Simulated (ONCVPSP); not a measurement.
**scandium: excitation energies, all-electron against ONCV**

```json
{
 "Element": "scandium",
 "Generator": "ONCVPSP 4.0.1",
 "Type": "optimised norm-conserving Vanderbilt (ONCV)",
 "Functional": "revPBE",
 "Relativity": "scalar-relativistic",
 "Frozen core": "[Ne]",
 "Valence charge": "11",
 "Reference configuration": "3s2 3p6 3d1 4s1 (charge +1)",
 "Partial waves": "3s+4s: rc 1.55 bohr, ncon 5, nbas 10, qcut 9.9 1/bohr, 2 projectors; 3p: rc 1.20 bohr, ncon 4, nbas 7, qcut 7.4 1/bohr, 2 projectors, debl 2.8 Ha; 3d: rc 2.55 bohr, ncon 4, nbas 9, qcut 6.7 1/bohr, 2 projectors, debl 3.5 Ha",
 "Local potential": "polynomial inside 1.10 bohr (lpopt 5, dvloc0 0 Ha)",
 "Core correction": "Teter function, fcfact 2.75, rcfact 1.5"
}
```

Energies are relative to the spin-unpolarised reference configuration 3s2 3p6 3d1 4s1; without spin polarisation the order of configurations can differ from experiment.

```json
{"valence configuration": "3s2 3p6 3d1 4s2", "charge": "0", "ΔE all-electron (eV)": "-6.834", "error AE − PS (meV)": "+0.5"}
{"valence configuration": "3s2 3p6 3d1 4s0", "charge": "+2", "ΔE all-electron (eV)": "12.639", "error AE − PS (meV)": "-3.1"}
```

(1) What are ΔE and the potential's error for 3s2 3p6 3d0 4s0?

(2) What are ΔE and the potential's error for 3s2 3p6 3d1 4s0 4p1?

## Answers

(1) ΔE = 37.434 eV all-electron; the error (AE − PS) is +288 meV.

(2) ΔE = 3.382 eV all-electron; the error (AE − PS) is -0.5 meV.
